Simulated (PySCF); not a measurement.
Isomers of C6H11OPSi, mass 158.032 u with the commonest isotopes. Method used: PBE0/pcSseg-1 in PySCF (dipole) on a GFN2-xTB geometry, gas phase. One conformer each, none proved a minimum here; rigid rotors.

Question: Order these by rotational constant C, largest first.
A. `[O:1]=[P:2]1([CH2:3][SiH3:4])[CH:5]=[CH:6][CH2:7][CH:8]=[CH:9]1` with O1–P2–C3–Si4 61°, O1–P2–C5–C6 -147°, C5–C6–C7–C8 32°, C6–C7–C8–C9 -32°, O1–P2–C9–C8 147°
B. `[CH2:1]=[CH:2][C:3](=[CH2:4])[Si@H:5]([PH2:6])[C:7]([CH3:8])=[O:9]` with C1–C2–C3–C4 -179°, C2–C3–Si5–P6 178°, C3–Si5–P6–H -173° and -81°, C3–Si5–C7–C8 -142°
C. `[CH3:1][c:2]1[cH:3][p:4]([CH2:5][OH:6])[cH:7][c:8]1[SiH3:9]` with C3–P4–C5–O6 49°, P4–C5–O6–H -53°

Answer: A (768.2 MHz), C (718.9 MHz), B (659.4 MHz).

Question: Order these by rotational constant B, largest first.
A. `[CH2:1]=[CH:2][C:3](=[CH2:4])[Si@H:5]([PH2:6])[C:7]([CH3:8])=[O:9]` with C1–C2–C3–C4 -179°, C2–C3–Si5–P6 178°, C3–Si5–P6–H -173° and -81°, C3–Si5–C7–C8 -142°
B. `[CH3:1][c:2]1[cH:3][p:4]([CH2:5][OH:6])[cH:7][c:8]1[SiH3:9]` with C3–P4–C5–O6 49°, P4–C5–O6–H -53°
C. `[O:1]=[P:2]1([CH2:3][SiH3:4])[CH:5]=[CH:6][CH2:7][CH:8]=[CH:9]1` with O1–P2–C3–Si4 61°, O1–P2–C5–C6 -147°, C5–C6–C7–C8 32°, C6–C7–C8–C9 -32°, O1–P2–C9–C8 147°

Answer: A (1045 MHz), C (863.5 MHz), B (807.1 MHz).

Question: Order these by radius of gyration √(Σ m r²/M), largest first.
A. `[CH2:1]=[CH:2][C:3](=[CH2:4])[Si@H:5]([PH2:6])[C:7]([CH3:8])=[O:9]` with C1–C2–C3–C4 -179°, C2–C3–Si5–P6 178°, C3–Si5–P6–H -173° and -81°, C3–Si5–C7–C8 -142°
B. `[O:1]=[P:2]1([CH2:3][SiH3:4])[CH:5]=[CH:6][CH2:7][CH:8]=[CH:9]1` with O1–P2–C3–Si4 61°, O1–P2–C5–C6 -147°, C5–C6–C7–C8 32°, C6–C7–C8–C9 -32°, O1–P2–C9–C8 147°
C. `[CH3:1][c:2]1[cH:3][p:4]([CH2:5][OH:6])[cH:7][c:8]1[SiH3:9]` with C3–P4–C5–O6 49°, P4–C5–O6–H -53°

Answer: A (2.304 Å), C (2.255 Å), B (2.179 Å).

```json
{"SMILES": "O=P1(C[SiH3])C=CCC=C1", "point group": "C1", "Ia (u·Å²)": "257.47", "Ib (u·Å²)": "585.24", "Ic (u·Å²)": "657.88", "κ": "-0.84", "μa (D)": "2.67", "μb (D)": "3.49", "μc (D)": "2.38"}
{"SMILES": "C=CC(=C)[Si@H](P)C(C)=O", "point group": "C1", "Ia (u·Å²)": "427.34", "Ib (u·Å²)": "483.80", "Ic (u·Å²)": "766.43", "κ": "0.47", "μa (D)": "0.13", "μb (D)": "0.60", "μc (D)": "1.71"}
{"SMILES": "Cc1cp(CO)cc1[SiH3]", "point group": "C1", "Ia (u·Å²)": "278.15", "Ib (u·Å²)": "626.20", "Ic (u·Å²)": "702.97", "κ": "-0.84", "μa (D)": "0.15", "μb (D)": "1.23", "μc (D)": "0.27"}
```
